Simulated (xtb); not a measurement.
Harmonic IR lines of one isomer of CH₃BN₂, unscaled. These are GFN2-xTB run with xtb 6.7.1 values and carry that method's errors.

```
wavenumber (cm⁻¹)  relative intensity
-----------------  ------------------
537                                10
695                                27
851                                35
1038                              5.1
1171                              4.0
1225                              6.5
1395                               78
2426                              100
2651                               27
2701                               36
```

Q: Name which structure gives these lines.
(A) `BNC#N`
(B) `[H]/N=C\N=B`
(C) `BN=C=N`
(D) `[H]/N=C\B=N`

A: A, `BNC#N`
